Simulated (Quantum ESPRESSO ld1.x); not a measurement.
Results of a calculation; reference values are marked as such.
One sound ld1.x (Quantum ESPRESSO 7.5) input for the rhenium ion Re3+ gives E = -16680.732 hartree in 20 iterations:

```
 &input
    zed=75.0,
    iswitch=1,
    rel=1,
    lsd=1,
    dft='PW',
    config='[Xe] 4f14 5d4',
    prefix='ld1',
    max_out_wfc=37,
    file_charge='ld1.rho',
 /
```

Changed or added lines, one case at a time, and what came of them:

- atom='Re': harmless. atom and zed name the same element, and the result equals that of the sound run.
- lsd=2: refused. The program stops in ld1_readin with "lsd not correct": lsd takes 0 or 1.
- tr2=1e-25: usable despite the warning. The threshold lies below the rounding noise, so the cycle runs to its limit and warns, but the energy differs from the sound run by less than 1e-5 hartree.
- iswitch=5: refused. The program stops in ld1_readin with "wrong iswitch": iswitch takes 1 to 4.
- dx=0.06: inaccurate. The radial step is too large to integrate the orbitals; the run ends without a warning, but the energy is off by -0.02868 hartree against the default mesh.
- dft='SCANN': refused. The program stops in set_dft_from_name with "libxc needed for this functional": the name is not a functional that the program knows.
- config='[Xe] 4f14 5d4 6s3': refused. The program stops in el_config with "wrong occupancy:3": an s shell holds at most 2 electrons.
